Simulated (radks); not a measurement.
The xenon ion Xe2+, configuration [Kr] 4d10 5s2 5p2 6p2 (not the ground configuration). Calculated with a radial shooting solver on a logarithmic mesh with Libxc functionals: Dirac Kohn-Sham, PBE, spin-unpolarised, spherical densities, point nucleus; open shells are shared between the two j in proportion to 2j + 1.

Spin-orbit splittings of the eigenvalues, e(l+1/2) - e(l-1/2), with zeta = 2 splitting/(2l+1) and mean radii in bohr:

| shell | occ. | splitting (eV) | zeta (eV) | <r> j=l-1/2 | <r> j=l+1/2 |
|---|---|---|---|---|---|
| 2p | 6 | 324.7 | 216.4 | 0.09620 | 0.1020 |
| 3p | 6 | 61.67 | 41.11 | 0.2962 | 0.3078 |
| 3d | 10 | 13.03 | 5.214 | 0.2787 | 0.2824 |
| 4p | 6 | ? | ? | 0.7450 | 0.7725 |
| 4d | 10 | 2.005 | 0.8020 | 0.8648 | 0.8752 |
| 5p | 2 | 1.816 | 1.210 | 1.924 | 1.991 |
| 6p | 2 | 0.3716 | 0.2477 | 4.380 | 4.483 |

Estimate the 4p splitting.

Answer. 12.32 eV (zeta = 8.216 eV).
